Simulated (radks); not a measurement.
Spherical quantum dot in the effective-mass picture: electrons in a hard-walled sphere of radius 5.88, with a point charge +2 (a donor) at the centre, all in effective atomic units (hartree* = m*/eps^2 hartree, bohr* = eps/m* bohr), one dielectric constant everywhere. Calculated with a radial shooting solver with Libxc functionals: non-relativistic Kohn-Sham, r2SCAN, spin-polarised, spherical densities, generalised Kohn-Sham scheme. Levels are named by radial order and angular momentum (1s, 1p, 1d, 2s, ...), and open shells are averaged over m.

N = 4, configuration 1s2 2s2. This is the lowest configuration that the search found. Occupied and some empty levels:

| level | occupation | eigenvalue (hartree*) | <r> (bohr*) |
|---|---|---|---|
| 1s | 2 | 0.016319 | 1.004 |
| 2s | 2 | 0.55087 | 3.517 |
| 1p | 0 | 0.59534 | 3.540 |
| 1d | 0 | 0.78905 | 3.857 |
| 1f | 0 | 1.0255 | 4.059 |
| 2p | 0 | 1.1802 | 2.956 |
| 1g | 0 | 1.3055 | 4.212 |

Energy (hartree*): total -2.21784, kinetic 3.5665, external -8.1876, Hartree 3.8226, exchange-correlation -1.4193.

Electron density:

| r (bohr*) | n(r) (e/bohr*^3) |
|---|---|
| 0.405 | 0.8103 |
| 0.849 | 0.1681 |
| 1.29 | 0.03912 |
| 1.74 | 0.01122 |
| 2.18 | 0.006090 |
| 2.62 | 0.005816 |
| 3.07 | 0.005943 |
| 3.51 | 0.005473 |
| 3.95 | 0.004338 |
| 4.40 | 0.002862 |
| 4.84 | 0.001454 |
| 5.28 | 0.0004594 |
| 5.73 | 0.00002785 |
